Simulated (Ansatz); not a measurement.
Computed with Ansatz on PBE0-D4/def2-TZVP structures; ΔE is electronic, products minus reactants. CCSD(T)/CBS is the MP2 limit (def2-TZVPP, def2-QZVPP) plus CCSD(T) − MP2 in def2-TZVPP, frozen cores. This one scheme is used for every species. DFT in def2-TZVPP. HSE06 is defined as in plane-wave codes. For Zn outer-core shells are correlated without core-valence functions, which leaves a few kJ/mol of doubt a bond. Scalar relativity is left out up to krypton. Each species was taken in one conformer, which may not be the lowest.

Reaction (cleavage of the Zn–B bond): `[OH][Zn][B](F)F` + `[SiH3]N[SiH3]` → `[OH][Zn][N]([SiH3])[SiH3]` + `FBF`

```csv
level,ΔE (kJ/mol)
BLYP-D4,-30.4
HSE06-D4,-34.6
r2SCAN0,-40.0
CCSD/def2-SVP,-58.8
```

Problem. What does CCSD(T)/CBS give? (Best estimate.)

Solution. Computed: -48.7 kJ/mol. The listed levels differ from it by 18.3, 14.1, 8.7, -10.1 kJ/mol.

Problem. What do rigid-rotor, harmonic-oscillator terms from PBE0-D4/def2-TZVP frequencies (298.15 K, 1 bar) make of the CCSD(T)/CBS value? (Estimate.)

Solution. The calculation gave: ΔZPE = -3.0 kJ/mol, ΔH = -51.9 kJ/mol, ΔS = -20 J/(mol·K), ΔG = -46.0 kJ/mol. Modes under 50 cm⁻¹ make the entropy rough.

Largest T1 diagnostic among the species: 0.016.

The D4 term adds −7.7 kJ/mol with B3LYP and −4.3 kJ/mol with PBE0; it sums over pairs of atoms, weighted by their polarisabilities, and B3LYP, whose exchange is more repulsive, gets the larger term. From BLYP to BHLYP (50 % exact exchange), in def2-TZVPP and without D4, ΔE moves by −16.1 kJ/mol.

CCSD(T)/CBS has its own doubt, a few kJ/mol and more with outer-core shells, so smaller differences from it don't rank the levels.

B3LYP here is the variant with VWN-RPA as its local correlation; programs differ in this.
